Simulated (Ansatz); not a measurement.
Basis-set series for CH₅NO₂W, SMILES `[CH3][W]([NH2])(=[O])=[O]`. Charge 0, multiplicity 1. W: def2 effective core potential. The geometry is a stationary point of PBE0-D4/def2-TZVP. It is one conformer, not always the lowest.

| functional | basis | functions | energy (Eh) | HOMO (eV) | LUMO (eV) |
| --- | --- | --- | --- | --- | --- |
| PBE0-D4 | def2-SVP | 113 | -313.07787 | -8.60 | -1.46 |
| PBE0-D4 | def2-TZVPP | 250 | -313.39973 | -8.64 | -1.54 |
| ωB97M-V | def2-SVP | 113 | -313.15930 | -10.96 | 0.66 |
| ωB97M-V | def2-TZVPP | 250 | -313.49255 | -11.04 | 0.57 |

Problem. Give the rows for def2-QZVPP. (Estimate.)

Solution. Computed: 
```
functional       basis  functions  energy (Eh)  HOMO (eV)  LUMO (eV)
   PBE0-D4  def2-QZVPP        459   -313.41446      -8.67      -1.59
   ωB97M-V  def2-QZVPP        459   -313.50650     -11.07       0.48
```

Positive LUMOs are unbound and depend on the basis.
